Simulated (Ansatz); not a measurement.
```yaml
crystal:
  periodic: [false, false, false]
  atoms:
    - {symbol: C, position_ang: [-1.292474, 0.147391, -1.140779]}
    - {symbol: C, position_ang: [-0.545424, -0.884571, -0.775677]}
    - {symbol: C, position_ang: [0.552969, -0.894802, 0.233396]}
    - {symbol: In, position_ang: [0.946978, 0.987713, 1.168320]}
    - {symbol: F, position_ang: [-0.031626, 2.630199, 0.780858]}
    - {symbol: Cl, position_ang: [2.554643, 1.454338, 2.772222]}
    - {symbol: H, position_ang: [-2.067202, 0.032461, -1.889709]}
    - {symbol: H, position_ang: [-1.168178, 1.141471, -0.716278]}
    - {symbol: H, position_ang: [-0.730881, -1.849735, -1.247880]}
    - {symbol: H, position_ang: [0.346169, -1.600899, 1.044182]}
    - {symbol: H, position_ang: [1.500427, -1.220564, -0.207954]}
basis:
  gaussian: {orbitals: def2-mTZVPP, final_grid: {core_spheres: 8, valence_spheres: 7, degree: 23}}
magnetization: {spin_polarized: true, initial_magnetization: 0}
hamiltonian: {xc: {name: HF}}
correlation: {active_space: {window: {electrons: 6, orbitals: 2}}}
output: {forces: true}
```

```sh
$ ansatz run in.yaml --threads 2 --pin off --events-out ev --progress --plain --max-ram 32768MiB --backend cpu
```

Q: How does Ansatz answer? (Estimate.)

A: The calculation gave: The program refused the input.
```
Error: invalid value for `correlation.active_space`: it starts from restricted Hartree–Fock orbitals; set hamiltonian.xc: hf without magnetization.spin_polarized
```
